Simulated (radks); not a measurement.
Values are calculated unless marked as measured or tabulated.
Task: All-electron atom: Cs+ in [Kr] 4d10 5s1 5p6 5d1 (not the ground configuration). Code: a radial shooting solver on a logarithmic mesh with Libxc functionals. Model: Dirac Kohn-Sham, exchange-only PBE, spin-unpolarised, spherical densities, finite nucleus; open shells are shared between the two j in proportion to 2j + 1; Fermi nuclear charge, rms radius 4.8041 fm. Some entries of the table are withheld. Estimate them.

| orbital | occ. | eigenvalue (hartree) | <r^2> (bohr^2) | <1/r> (bohr^-1) |
|---|---|---|---|---|
| 1s1/2 | 2 | -1314.859 | 0.0009251 | 59.40 |
| 2s1/2 | 2 | -206.4544 | 0.01477 | 13.92 |
| 2p1/2 | 2 | -194.2572 | (1) | (2) |
| 2p3/2 | 4 | -181.3097 | (3) | (4) |
| 3s1/2 | 2 | -43.17457 | 0.1021 | 4.988 |
| 3p1/2 | 2 | -38.07825 | 0.09688 | (5) |
| 3p3/2 | 4 | -35.59738 | 0.1047 | (6) |
| 3d3/2 | 4 | -26.63950 | 0.08711 | (7) |
| 3d5/2 | 6 | -26.11272 | 0.08936 | (8) |
| 4s1/2 | 2 | -8.40762 | 0.5448 | 2.035 |
| 4p1/2 | 2 | -6.57850 | (9) | 1.928 |
| 4p3/2 | 4 | -6.07155 | (10) | 1.834 |
| 4d3/2 | 4 | -3.09608 | 0.8003 | (11) |
| 4d5/2 | 6 | -3.01179 | 0.8202 | (12) |
| 5s1/2 | 1 | -1.25726 | 3.298 | 0.7713 |
| 5p1/2 | 2 | -0.79864 | 4.368 | 0.6671 |
| 5p3/2 | 4 | -0.73340 | 4.771 | 0.6347 |
| 5d3/2 | 0.4 | -0.19740 | 14.85 | 0.3689 |
| 5d5/2 | 0.6 | -0.19345 | 15.38 | 0.3621 |

Result: 
(1) 2p1/2 <r^2> (bohr^2): 0.01089
(2) 2p1/2 <1/r> (bohr^-1): 13.90
(3) 2p3/2 <r^2> (bohr^2): 0.01216
(4) 2p3/2 <1/r> (bohr^-1): 12.73
(5) 3p1/2 <1/r> (bohr^-1): 4.900
(6) 3p3/2 <1/r> (bohr^-1): 4.611
(7) 3d3/2 <1/r> (bohr^-1): 4.470
(8) 3d5/2 <1/r> (bohr^-1): 4.396
(9) 4p1/2 <r^2> (bohr^2): 0.5907
(10) 4p3/2 <r^2> (bohr^2): 0.6364
(11) 4d3/2 <1/r> (bohr^-1): 1.601
(12) 4d5/2 <1/r> (bohr^-1): 1.578
